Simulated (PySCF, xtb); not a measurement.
FH₂NSi, SMILES N[Si]F (connectivity only; charge and spin as stated), neutral, multiplicity 1.

GFN2-xTB run with xtb at its own geometry gives an orbital gap of 3.63 eV and a dipole moment of 2.13 D.

Geometry optimised at PBE0-D3(BJ)/def2-TZVP. One conformer was computed; it need not be the lowest.

Question: What does M06-2X/def2-TZVPD run with PySCF give? (Estimate from the structure and the level; the computed values follow.)

Answer: gap 7.94 eV (levels -8.32 and -0.38 eV), dipole 2.32 D.
